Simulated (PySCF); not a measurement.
PySCF job for GaHI2, SMILES [I][GaH][I], TDA-LC-ωPBE/def2-SVPD. The structure is a stationary point at PBE-D3(BJ)/def2-SVP. The def2 effective core potentials stand for the cores of I; spin–orbit coupling is left out.

```python
import numpy as np
from pyscf import gto, scf, dft, tdscf

mol = gto.M(
    atom='''
    Ga    0.00000000    0.00000000   -0.98588632
    H     0.00000000    0.00000000   -2.55351668
    I     0.00000000   -2.13667416    0.31241503
    I     0.00000000    2.13667416    0.31241503
    ''',
    basis='def2-SVPD',
    ecp={'I': 'def2-svp'},
    charge=0,
    spin=0,
    symmetry=True,
    max_memory=1600,
    verbose=4,
)
mf = dft.RKS(mol, xc='lc_wpbe').density_fit(auxbasis='def2-universal-jkfit')
mf.grids.level = 3
mf.conv_tol = 1e-9
mf.max_cycle = 100
mf.kernel()
mf.grids = dft.Grids(mol).set(level=1).build(with_non0tab=True)  # coarser grid for the response kernel
td = tdscf.TDA(mf)
td.singlet = True
td.nstates = 10
td.conv_tol = 1e-4
td.kernel(x0=td.get_init_guess(mf, 15))
td.analyze()
tt = tdscf.TDA(mf)
tt.singlet = False
tt.nstates = 4
tt.conv_tol = 1e-4
tt.kernel(x0=tt.get_init_guess(mf, 9))
tt.analyze(verbose=3)
```

Program output:

```
PySCF version 2.14.0

[INPUT] verbose = 4
[INPUT] num. atoms = 4
[INPUT] num. electrons = 82
[INPUT] charge = 0
[INPUT] spin (= nelec alpha-beta = 2S) = 0
[INPUT] symmetry True subgroup None
[INPUT] Mole.unit = angstrom
[INPUT] Symbol           X                Y                Z      unit          X                Y                Z       unit  Magmom
[INPUT]  1 Ga     0.000000000000   0.000000000000  -0.985886320000 AA    0.000000000000   0.000000000000  -1.863055134755 Bohr   0.0
[INPUT]  2 H      0.000000000000   0.000000000000  -2.553516680000 AA    0.000000000000   0.000000000000  -4.825447179709 Bohr   0.0
[INPUT]  3 I      0.000000000000  -2.136674160000   0.312415030000 AA    0.000000000000  -4.037728979835   0.590378843898 Bohr   0.0
[INPUT]  4 I      0.000000000000   2.136674160000   0.312415030000 AA    0.000000000000   4.037728979835   0.590378843898 Bohr   0.0

nuclear repulsion = 423.325676621133
point group symmetry = C2v
symmetry origin: [0.00000000e+00 0.00000000e+00 7.94232725e-09]
symmetry axis x: [-1. -0. -0.]
symmetry axis y: [0. 1. 0.]
symmetry axis z: [0. 0. 1.]
num. orbitals of irrep A1 = 46
num. orbitals of irrep A2 = 15
num. orbitals of irrep B1 = 21
num. orbitals of irrep B2 = 34
number of shells = 44
number of NR pGTOs = 230
number of NR cGTOs = 116
basis = def2-SVPD
ecp = {'I': 'def2-svp'}


[settings echo left out]
init E= -2456.65043502759
HOMO (A1) = -1.11537635570843  LUMO (A1) = -0.846189039889225  gap/eV = 7.32496
cycle= 1 E= -2517.67966475798  delta_E=  -61  |g|= 4.01  |ddm|= 12.4
HOMO (A1) = -0.0445737982298616  LUMO (B2) = -0.043355612130263  gap/eV = 0.03315
cycle= 2 E= -2515.97632400341  delta_E=  1.7  |g|= 3.68  |ddm|= 18.8
HOMO (A1) = -0.225884875782398  LUMO (A1) = -0.0265610589413086  gap/eV = 5.42388
cycle= 3 E= -2520.07894628381  delta_E= -4.1  |g|= 1.01  |ddm|= 16.5
HOMO (B2) = -0.342680961266595  LUMO (A1) = -0.0740442025596053  gap/eV = 7.30998
cycle= 4 E= -2520.50326412147  delta_E= -0.424  |g|= 0.329  |ddm|= 1.77
HOMO (B2) = -0.353585035625898  LUMO (B1) = -0.0139490799956441  gap/eV = 9.24197
cycle= 5 E= -2520.52283092641  delta_E= -0.0196  |g|= 0.163  |ddm|= 0.54
HOMO (B2) = -0.373777119704869  LUMO (B1) = -0.00423205530368165  gap/eV = 10.05583
cycle= 6 E= -2520.52802673446  delta_E= -0.0052  |g|= 0.0301  |ddm|= 0.158
HOMO (B2) = -0.377602668982547  LUMO (B1) = -0.00774681600450933  gap/eV = 10.06429
cycle= 7 E= -2520.52861289101  delta_E= -0.000586  |g|= 0.00925  |ddm|= 0.0745
HOMO (B2) = -0.376173381440246  LUMO (B1) = -0.00614671489334029  gap/eV = 10.06894
cycle= 8 E= -2520.52868798282  delta_E= -7.51e-05  |g|= 0.00277  |ddm|= 0.0299
HOMO (B2) = -0.376059114816854  LUMO (B1) = -0.00641909084858483  gap/eV = 10.05842
cycle= 9 E= -2520.52869458963  delta_E= -6.61e-06  |g|= 0.000944  |ddm|= 0.008
HOMO (B2) = -0.376028796412157  LUMO (B1) = -0.00632513406561586  gap/eV = 10.06015
cycle= 10 E= -2520.52869556577  delta_E= -9.76e-07  |g|= 0.000286  |ddm|= 0.0031
HOMO (B2) = -0.376060130635729  LUMO (B1) = -0.00630587063433552  gap/eV = 10.06153
cycle= 11 E= -2520.52869568063  delta_E= -1.15e-07  |g|= 5.92e-05  |ddm|= 0.00122
HOMO (B2) = -0.376064573456738  LUMO (B1) = -0.00630479296260233  gap/eV = 10.06168
cycle= 12 E= -2520.52869568534  delta_E= -4.71e-09  |g|= 1.29e-05  |ddm|= 0.000262
HOMO (B2) = -0.376064359666579  LUMO (B1) = -0.00630487095410004  gap/eV = 10.06167
cycle= 13 E= -2520.52869568558  delta_E= -2.47e-10  |g|= 3.59e-06  |ddm|= 5.07e-05
HOMO (B2) = -0.37606419934388  LUMO (B1) = -0.00630500412395918  gap/eV = 10.06166
Extra cycle  E= -2520.52869568559  delta_E= -7.73e-12  |g|= 2.05e-06  |ddm|= 1.01e-05
converged SCF energy = -2520.52869568559
tot grids = 25944


******** <class 'pyscf.tdscf.rks.TDA'> for <class 'pyscf.df.df_jk.DFSymAdaptedRKS'> ********
nstates = 10 singlet
deg_eia_thresh = 1.000e-03
wfnsym = None
conv_tol = 0.0001
eigh lindep = 1e-12
eigh level_shift = 0
eigh max_cycle = 100


Excitation energies (eV)
[5.17073062 5.25785229 5.33642464 5.47791171 5.62571376 5.69178849
 5.9161946  6.12734894 6.49221901 6.73834057]

** Singlet excitation energies and oscillator strengths **
Excited State   1:   A2      5.17073 eV    239.78 nm  f=0.0000
      41 -> 42        0.69407
Excited State   2:   B1      5.25785 eV    235.81 nm  f=0.0000
      39 -> 42       -0.68787
Excited State   3:   B2      5.33642 eV    232.34 nm  f=0.0080
      40 -> 42        0.29836
      41 -> 43       -0.60489
Excited State   4:   A2      5.47791 eV    226.33 nm  f=0.0000
      38 -> 45        0.10234
      40 -> 43       -0.66824
Excited State   5:   A1      5.62571 eV    220.39 nm  f=0.0275
      38 -> 42       -0.10875
      39 -> 43       -0.65205
      41 -> 45        0.11930
Excited State   6:   B2      5.69179 eV    217.83 nm  f=0.1036
      37 -> 43       -0.19978
      39 -> 45        0.10192
      40 -> 42       -0.59359
      41 -> 43       -0.25201
Excited State   7:   B1      5.91619 eV    209.57 nm  f=0.0199
      38 -> 43       -0.65511
      40 -> 45        0.14139
Excited State   8:   A1      6.12735 eV    202.35 nm  f=0.0262
      36 -> 43       -0.17107
      38 -> 42        0.65704
Excited State   9:   A2      6.49222 eV    190.97 nm  f=0.0000
      37 -> 42       -0.69195
Excited State  10:   B1      6.73834 eV    184.00 nm  f=0.0022
      36 -> 42       -0.68478

** Transition electric dipole moments (AU) **
state          X           Y           Z        Dip. S.      Osc.
  1        -0.0000      0.0000     -0.0000      0.0000      0.0000
  2         0.0040      0.0000     -0.0000      0.0000      0.0000
  3         0.0000     -0.2466      0.0000      0.0608      0.0080
  4         0.0000      0.0000      0.0000      0.0000      0.0000
  5         0.0000     -0.0000     -0.4471      0.1999      0.0275
  6         0.0000     -0.8617     -0.0000      0.7426      0.1036
  7        -0.3706     -0.0000      0.0000      0.1374      0.0199
  8         0.0000      0.0000     -0.4175      0.1743      0.0262
  9         0.0000      0.0000      0.0000      0.0000      0.0000
 10         0.1158     -0.0000      0.0000      0.0134      0.0022

WARN: ECP detected. Skipping calculation of transition velocity and magnetic dipole moments, which have not yet been implemented.



******** <class 'pyscf.tdscf.rks.TDA'> for <class 'pyscf.df.df_jk.DFSymAdaptedRKS'> ********
nstates = 4 triplet
deg_eia_thresh = 1.000e-03
wfnsym = None
conv_tol = 0.0001
eigh lindep = 1e-12
eigh level_shift = 0
eigh max_cycle = 100


Excitation energies (eV)
[4.80541412 4.97441013 4.98625212 5.02363997]

** Triplet excitation energies and oscillator strengths **
Excited State   1:   B2      4.80541 eV    258.01 nm  f=0.0000
Excited State   2:   A2      4.97441 eV    249.24 nm  f=0.0000
Excited State   3:   A1      4.98625 eV    248.65 nm  f=0.0000
Excited State   4:   B1      5.02364 eV    246.80 nm  f=0.0000
```

The calculation finished and met its thresholds.
